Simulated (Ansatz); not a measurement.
Geometry optimisation, Ansatz, RKS PBE-D4/def2-SVP.

input.yaml

```yaml
crystal:
  periodic: [false, false, false]
  atoms:
    - { symbol: Sn, position_ang: [0.0, 0.0, 0.0] }
    - { symbol: H, position_ang: [0.0, 0.0, 2.09] }
    - { symbol: C, position_ang: [2.0274, 0.0, -0.716] }
    - { symbol: H, position_ang: [2.3751, -1.0463, -0.8441] }
    - { symbol: H, position_ang: [2.076, 0.5276, -1.6913] }
    - { symbol: H, position_ang: [2.6794, 0.5187, 0.0175] }
    - { symbol: H, position_ang: [-0.8195, 1.4198, -0.5794] }
    - { symbol: H, position_ang: [-0.8195, -1.4198, -0.5794] }
    - { symbol: O, position_ang: [-2.1447, 0.0, 0.7126] }
    - { symbol: H, position_ang: [-2.6898, -0.6297, 0.1413] }
    - { symbol: H, position_ang: [-1.064, 0.0, 1.9402] }
basis:
  gaussian: { orbitals: def2-SVP }
hamiltonian:
  xc: pbe
  dispersion: d4
relax:
  f_tol: 0.15
  max_steps: 25
  restrain:
    - { distance: [0, 8], at: 1.96, k: 30.0 }
    - { distance: [10, 1], at: 0.66, k: 30.0 }
    - { distance: [0, 1], at: 2.94, k: 30.0 }
    - { distance: [10, 8], at: 2.21, k: 30.0 }
```

Command:

```bash
$ ansatz run input.yaml --threads 2 --pin off --max-ram 3072MiB --backend cpu --events-out ev --progress --plain --runs-dir out
```

Question: Where does it end, and by what steps?

Answer: The forces met the threshold. The restraints hold the end off the free minimum; the threshold counts their pulls, which the force column leaves out. Restrained pairs: Sn1–O9 (2.26 → 1.99 Å), H2–H11 (1.07 → 0.72 Å), Sn1–H2 (2.09 → 2.94 Å), O9–H11 (1.64 → 2.21 Å). After 23 steps the energy has fallen by 2.958 eV (the restraints' own energy left out); H8 moved furthest, 1.85 Å.

| step | energy less start (eV) | largest force component (eV/Å) | accepted |
| --- | --- | --- | --- |
| 0 | 0.0000 | 2.316 | yes |
| 1 | -0.4870 | 1.347 | yes |
| 2 | -0.7324 | 2.115 | yes |
| 3 | -1.3350 | 2.273 | yes |
| 4 | -1.7742 | 1.976 | yes |
| 5 | -2.1179 | 1.455 | yes |
| 6 | -2.3267 | 1.644 | yes |
| 7 | -2.5589 | 1.721 | yes |
| 8 | -2.7163 | 1.825 | yes |
| 9 | -2.7944 | 1.877 | yes |
| 10 | -2.8229 | 1.828 | yes |
| 11 | -2.8404 | 1.972 | yes |
| 12 | -2.8946 | 1.105 | no |
| 13 | -2.8552 | 1.900 | yes |
| 14 | -2.8757 | 1.646 | yes |
| 15 | -2.8966 | 1.630 | yes |
| 16 | -2.9243 | 1.484 | yes |
| 17 | -2.9415 | 0.802 | no |
| 18 | -2.9322 | 1.583 | yes |
| 19 | -2.9420 | 1.535 | yes |
| 20 | -2.9525 | 1.431 | yes |
| 21 | -2.9844 | 1.054 | no |
| 22 | -2.9618 | 1.246 | yes |
| 23 | -2.9578 | 1.452 | yes |

```xyz
11
Properties=species:S:1:pos:R:3
Sn -0.464 0.147 -0.693
H 0.176 1.066 2.030
C 1.633 -0.299 -0.381
H 1.707 -1.222 0.226
H 2.138 -0.457 -1.353
H 2.122 0.530 0.163
H -0.841 1.828 -0.601
H -1.035 -0.536 -2.193
O -1.513 -0.719 0.754
H -2.008 -1.492 0.423
H -0.295 0.525 2.117
```

Time of the run: 40 s on 2 threads of Arm Neoverse V1, on a shared host, peak memory 0.13 GiB.
